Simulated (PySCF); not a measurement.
**How methods differ on the ionisation energy of Hf**

Hf [Xe] 4f14 5d2 6s2 (3F) → Hf⁺ [Xe] 4f14 5d1 6s2 (2D), as a difference of total energies. Computed with PySCF 2.14 in aug-cc-pwCVDZ-PP with ECP60MDF, with scalar relativity through the core potential. The calculations carry no spin-orbit coupling.

```tsv
method	ionisation energy (eV)	error (eV)
M06-L	7.022	+0.310
wB97X	6.671	-0.041
```

Reference: 6.712 eV (measured; NIST levels, between the centres of gravity of the two terms).
